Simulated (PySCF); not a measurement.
C2H3BN2O, SMILES OB1C=NC=N1. Geometry optimised at PBE-D3(BJ)/def2-SVP. The structure was generated by enumeration, and PubChem lists no compound with its InChIKey, so it may never have been made. The values are those of a single conformer.

Computed equilibrium geometry at PBE-D3(BJ)/def2-SVP (PySCF confirms it by a frequency run) as bond lengths and angles, and its point group (one conformer of several):
point group Cs.
Atoms: O1 B2 C3 N4 C5 N6 H7 H8 H9. Bonded distances (Å): O1–B2 1.347, O1–H7 0.979, B2–C3 1.615, B2–N6 1.485, C3–N4 1.297, C3–H8 1.106, N4–C5 1.481, C5–N6 1.286, C5–H9 1.109. Bond angles (°): B2–O1–H7 110.7, O1–B2–C3 128.4, O1–B2–N6 126.2, C3–B2–N6 105.4, B2–C3–N4 107.4, B2–C3–H8 133.1, N4–C3–H8 119.5, C3–N4–C5 104.6, N4–C5–N6 120.5, N4–C5–H9 115.2, N6–C5–H9 124.2, B2–N6–C5 102.0.
Charge 0, spin multiplicity 1.
